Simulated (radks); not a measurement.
Task: Species: Br24+. Configuration: [Ne] 3s1. Method: Dirac Kohn-Sham, LDA (Slater exchange, Perdew-Wang correlation), spin-unpolarised, spherical densities, finite nucleus; Fermi nuclear charge, rms radius 4.1629 fm; computed with a radial shooting solver on a logarithmic mesh with Libxc functionals. Some entries of the table are withheld. Estimate them.

orbital  occ.  eigenvalue (Ry)  <1/r> (bohr^-1)  <r^2> (bohr^2)
1s1/2       2        -1060.043            35.63             (1)
2s1/2       2        -205.7996            8.088         0.04078
2p1/2       2        -194.2321            8.045             (2)
2p3/2       4        -190.6106            7.786             (3)
3s1/2       1        -80.56568            3.239          0.2380
3p1/2       0        -76.77215              (4)          0.2235
3p3/2       0        -75.90181              (5)          0.2289
3d3/2       0        -70.54388              (6)          0.1797
3d5/2       0        -70.35396              (7)          0.1811
4s1/2       0        -42.55717            1.741          0.8168

Result: 
(1) 1s1/2 <r^2> (bohr^2): 0.002463
(2) 2p1/2 <r^2> (bohr^2): 0.03106
(3) 2p3/2 <r^2> (bohr^2): 0.03238
(4) 3p1/2 <1/r> (bohr^-1): 3.186
(5) 3p3/2 <1/r> (bohr^-1): 3.122
(6) 3d3/2 <1/r> (bohr^-1): 2.989
(7) 3d5/2 <1/r> (bohr^-1): 2.973
